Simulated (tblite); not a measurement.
C₅H₁₀NSi (doublet state).
SMILES with atom numbers: `[CH2:1]=[C:2]1[CH2:3][CH:4]([NH:5][SiH2:6])[CH2:7]1` (hydrogens: H8, H9 on C1; H10, H11 on C3; H12 on C4; H13 on N5; H14, H15 on Si6; H16, H17 on C7)

A start from a force field or distance geometry was refined with GFN2-xTB geometry optimisation, gas phase in tblite. Values at the start:

```csv
coordinate,start
C1=C2,1.317 Å
C1–H8,1.109 Å
C1–H9,1.107 Å
C2–C3,1.503 Å
C2–C7,1.491 Å
C3–C4,1.494 Å
C3–H10,1.099 Å
C3–H11,1.115 Å
C4–N5,1.402 Å
C4–C7,1.515 Å
C4–H12,1.128 Å
N5–Si6,1.743 Å
N5–H13,1.019 Å
Si6–H14,1.470 Å
C7–H16,1.087 Å
C7–H17,1.088 Å
C1–C2–C7,139.4°
C2–C3–C4,86.9°
C2–C7–C4,86.6°
C3–C2–C7,86.1°
C3–C4–N5,120.2°
C3–C4–C7,85.6°
C4–N5–Si6,118.7°
N5–C4–C7,117.3°
C1–C2–C3–C4,149°
C1–C2–C7–C4,-150°
C3–C4–N5–Si6,59°
C3–C4–C7–C2,-28°
```

Question: How do these coordinates change at the GFN2-xTB level?

Answer: 
```tsv
coordinate	GFN2-xTB (Å or °)	change
C3–C4	1.551	+0.057
C4–H12	1.091	-0.037
C1–H8	1.077	-0.032
C4–N5	1.434	+0.032
C4–C7	1.546	+0.031
C1–H9	1.077	-0.030
C3–H11	1.091	-0.024
N5–Si6	1.719	-0.024
Si6–H14	1.456	-0.014
C2–C7	1.505	+0.014
C3–H10	1.089	-0.010
N5–H13	1.010	-0.009
C7–H16	1.091	+0.004
C2–C3	1.505	+0.002
C1=C2	1.316	-0.001
C7–H17	1.089	+0.001
C3–C2–C7	92.8	+6.7
C1–C2–C7	133.5	-5.9
C3–C4–C7	89.5	+3.9
C4–N5–Si6	122.4	+3.7
C3–C4–N5	117.6	-2.6
C2–C7–C4	88.8	+2.2
C2–C3–C4	88.5	+1.6
N5–C4–C7	116.0	-1.3
C3–C4–N5–Si6	92	+33
C1–C2–C3–C4	173	+24
C1–C2–C7–C4	-173	-23
C3–C4–C7–C2	-5	+23
```

The energy falls by 13.3 kcal/mol over 109 L-BFGS steps, the largest force on an atom goes from 2.77 to 0.008 eV/Å, and the atoms move by 0.581 Å rms after alignment. The bond that changes most is C3–C4 (ends: carbon bonded to 2 C and 2 H; carbon bonded to 2 C, N and H), which lengthens by 0.057 Å. Bonds longer at the end by more than 0.005 Å: 4 of 17; shorter: 8. Among the dihedrals that turn most is H13–N5–Si6–H14, from -108° to -151°. Rotational constants go from 7157, 1086, 985.1 to 7890, 1000, 933.8 MHz.

The run took 0.7 s of wall time on Arm Neoverse V1, one thread, no GPU, shared host with 32 logical CPUs at a one-minute load of 12.

Its GFN2-xTB frequencies are all real (lowest 40 cm⁻¹).

One conformer stands for the species.

These are computed values.
